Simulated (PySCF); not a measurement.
SMILES [Al]([O][Si](C)(O)O)([OH])[OH], GFN2-xTB optimised geometry.

```
15

Si    -0.24    -1.52     0.00
C      1.65    -1.52     0.00
O     -0.72    -2.30     1.34
O     -0.93    -2.30    -1.26
O     -0.77     0.02     0.00
Al    -1.27     1.59    -0.31
O     -0.96     2.16    -1.83
O     -2.05     2.51     0.82
H      2.04    -1.19     0.96
H      2.04    -2.51    -0.19
H      2.05    -0.85    -0.76
H     -1.61    -2.66     1.37
H     -0.89    -1.88    -2.12
H     -1.09     2.97    -2.31
H     -2.32     2.42     1.72
```

Density from CAM-B3LYP/def2-TZVP in PySCF at that geometry.

Minimum of the electron density along straight lines between bonded atoms, close to the bond critical point (lines longer than 1.1 times the sum of covalent radii, or with two minima, are not listed):

| bond | length / Å | ρ at the minimum / e bohr⁻³ | ∇²ρ there / e bohr⁻⁵ | position (fraction from the first atom) |
|---|---|---|---|---|
| Si1–C2 | 1.891 | 0.125 | 0.11 | 0.39 |
| Si1–O3 | 1.620 | 0.148 | 0.89 | 0.41 |
| Si1–O4 | 1.634 | 0.144 | 0.84 | 0.41 |
| Si1–O5 | 1.632 | 0.140 | 0.86 | 0.41 |
| O5–Al6 | 1.666 | 0.115 | 0.87 | 0.57 |
| Al6–O7 | 1.657 | 0.118 | 0.91 | 0.43 |
| Al6–O8 | 1.659 | 0.118 | 0.90 | 0.43 |
| C2–H9 | 1.084 | 0.276 | -0.93 | 0.64 |
| C2–H10 | 1.085 | 0.277 | -0.93 | 0.64 |
| C2–H11 | 1.085 | 0.276 | -0.93 | 0.64 |
| O3–H12 | 0.954 | 0.359 | -2.48 | 0.81 |
| O4–H13 | 0.953 | 0.361 | -2.48 | 0.81 |
| O7–H14 | 0.947 | 0.365 | -2.55 | 0.81 |
| O8–H15 | 0.947 | 0.365 | -2.55 | 0.81 |
